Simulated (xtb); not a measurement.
CH5FGe, SMILES [CH3][GeH2][F]. All values are semi-empirical tight-binding results from xtb (GFN2-xTB unless named), good for trends rather than for accurate numbers. Geometry: GFN2-xTB.

Optimised geometry:

```xyz
8

Ge     0.2152     0.2524     0.1764
C     -1.7211    -0.0712     0.1425
F      0.8984    -0.9690    -0.8768
H      0.7028     1.5206    -0.4691
H      0.9283    -0.0261     1.4713
H     -1.9358    -1.0641     0.5316
H     -2.2570     0.6602     0.7396
H     -2.0834    -0.0188    -0.8819
```

For metal compounds this method's bond lengths and energies can be far off.

Computed properties:
```yaml
point_group_as_xtb_finds_it: Cs
orbital_gap: 7.82 eV
zero_point_energy: 32.2 kcal/mol
G − E(el) at 298.15 K (modified RRHO): 14.3 kcal/mol
```

Computed atomic charges and the Wiberg bond orders between heavy atoms:
charges (e) Ge1 0.24, C2 -0.14, F3 -0.29, H4 0.00, H5 0.00, H6 0.07, H7 0.05, H8 0.07. Bond orders Ge1–C2 0.92, Ge1–F3 1.09.
